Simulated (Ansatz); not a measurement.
A nudged elastic band was laid between two geometries of BrGeH3S (6 atoms, charge 0, multiplicity 1).

These are results of RKS PBE-D4/def2-SVP in Ansatz, not measurements.

| Item | Value |
| --- | --- |
| movable images | 7 |
| climbing image | yes |
| spring | 5.0 eV/Å² |
| optimiser | quadratic models (default) |
| start path | through a guess of the saddle point |
| force threshold | 0.03 eV/Å |
| iteration limit | 60 |
| end points | relaxed |

Initial state:

```xyz
6
Properties=species:S:1:pos:R:3
Ge -0.434 0.130 0.282
Br -1.612 -1.427 -1.001
S 1.756 -0.298 0.305
H 1.927 0.087 -0.991
H -0.730 1.516 -0.341
H -0.908 -0.008 1.746
```

Final state:

```xyz
6
Properties=species:S:1:pos:R:3
Ge -0.076 0.631 0.695
Br -0.713 -1.432 -1.615
S 1.956 0.334 0.508
H 0.676 -1.173 -1.272
H -0.864 1.759 -0.035
H -0.978 -0.119 1.719
```

Q: Which bonds break or form, and what moves?

A: Bonds broken: S3–H4. Bonds formed: Br2–H4. BrGeH3S becomes BrH + GeH2S.

Q: Give the energies along the band, and the barrier.

A: The forces met the threshold. The highest image is number 7 of 0 to 8, 1.75 eV above the first end and 0.02 eV above the last; the last end lies 1.73 eV above the first. A vibrational analysis at the climbing image gives one clearly imaginary mode, 138i cm⁻¹: a first-order saddle point. The orbitals stay closed-shell, which can raise the energy where a bond breaks towards radicals; this wasn't checked here.

```csv
image,path coordinate (Å),energy (eV),S3–H4 (Å),Br2–H4 (Å)
0,0.00,0.00,1.36,3.85
1,0.37,0.01,1.36,3.56
2,0.73,0.04,1.36,3.28
3,1.10,0.08,1.36,3.02
4,1.46,0.19,1.37,2.56
5,1.83,0.60,1.44,2.13
6,2.19,1.45,1.74,1.77
7,2.55,1.75,2.14,1.52
8,2.99,1.73,2.66,1.45
```

Q: What is the geometry of the highest image?

A: 
```xyz
6
Properties=species:S:1:pos:R:3:forces:R:3
Ge -0.119 0.548 0.615 0.00 0.00 0.00
Br -0.661 -1.359 -1.527 0.00 0.00 0.00
S 1.913 0.164 0.334 0.00 0.00 0.00
H 0.732 -0.950 -1.067 0.00 0.00 0.01
H -0.887 1.703 -0.090 0.00 0.01 0.00
H -0.978 -0.107 1.736 0.00 0.00 0.00
```

Q: What are the harmonic wavenumbers there?

A: 138i, 107, 151, 409, 465, 521, 534, 594, 867, 1635, 2043, 2052 cm⁻¹.

Run time: 32 s on 2 threads of AMD EPYC 9R45 96-Core Processor (Zen 5), with other jobs on the host, peak memory 0.17 GiB.
